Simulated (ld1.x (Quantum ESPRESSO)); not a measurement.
Transferability test, TM potential for Pd

palladium (Pd), norm-conserving Troullier–Martins (Kleinman–Bylander form), made with ld1.x (Quantum ESPRESSO) 7.5 (LDA (PZ), scalar-relativistic). Core [Ar] 3d10, reference 4s2 4p6 4d9 5s0 5p0 (charge +1). Waves: 4s (bound): rc 0.95 bohr; 4p (bound): rc 1.40 bohr; 4d (bound): rc 1.95 bohr. Local part: all-electron potential smoothed inside 0.85 bohr (lloc = -2). Core correction: Bessel-smoothed model core, default radius (core density twice the valence density).

Energies are relative to the spin-unpolarised reference configuration 4s2 4p6 4d9 5s0 5p0; without spin polarisation the order of configurations can differ from experiment. Spin-polarised rows fill each open shell by Hund’s rule, majority spin first.

(1) Give the all-electron excitation energy and the error of the potential for: 4s2 4p6 4d10 5s0 5p0; 4s2 4p6 4d8 5s0 5p0; 4s2 4p6 4d7 5s0 5p0; 4s2 4p6 4d9 5s1 5p0; 4s2 4p6 4d9.5 5s0 5p0; 4s1 4p6 4d10 5s0 5p0; 4s2 4p6 4d8 5s1 5p0; 4s2 4p6 4d9 5s0 5p0 (spin-polarised); 4s2 4p6 4d8 5s0 5p0 (spin-polarised).

Answers

(1)

```
               valence configuration  charge  ΔE all-electron (eV)  error AE − PS (meV)
                4s2 4p6 4d10 5s0 5p0       0                -9.389                 -0.7
                 4s2 4p6 4d8 5s0 5p0      +2                21.081                 -0.3
                 4s2 4p6 4d7 5s0 5p0      +3                55.676                  +11
                 4s2 4p6 4d9 5s1 5p0       0                -7.953                 +363
               4s2 4p6 4d9.5 5s0 5p0    +0.5                -6.019                 -0.1
                4s1 4p6 4d10 5s0 5p0      +1                82.303                  -94
                 4s2 4p6 4d8 5s1 5p0      +1                 4.407                 +597
4s2 4p6 4d9 5s0 5p0 (spin-polarised)      +1                -0.144                 +6.3
4s2 4p6 4d8 5s0 5p0 (spin-polarised)      +2                20.446                  +29
```
